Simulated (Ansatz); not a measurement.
VOF3, relaxed as a singlet with RKS PBE0-D4/def2-SVP in Ansatz, starting from the GFN2-xTB geometry. Force threshold 0.02 eV/Å.

Start:

```xyz
5

V     0.0062   -0.0034    0.0103
O    -0.7374    0.4391   -1.2352
F    -0.7686    0.6253    1.2867
F     1.5201    0.5621   -0.1025
F    -0.0202   -1.6231    0.0407
```

| step | energy (eV) | largest force component (eV/Å) | SCF passes |
| --- | --- | --- | --- |
| 1 | -35862.9438 | 3.549 | 29 |
| 2 | -35863.3081 | 1.268 | 35 |
| 3 | -35863.3738 | 0.221 | 35 |
| 4 | -35863.3743 | 0.040 | 35 |
| 5 | -35863.3743 | 0.000 | 22 |

Force components are those of the run's own axes.

End:

```xyz
5

V    -0.0069    0.0041   -0.0115
O    -0.7580    0.4513   -1.2696
F    -0.8009    0.6521    1.3432
F     1.5862    0.5861   -0.1055
F    -0.0205   -1.6936    0.0434
```

By distances, no bond broke or formed. The bond that changes most is V1–F3, from 1.62 to 1.70 Å (atoms count from 1).

No frequencies were taken in this run, so the end may be a saddle point.

It took 7.5 s on 4 threads of Arm Neoverse V1 on a shared host.
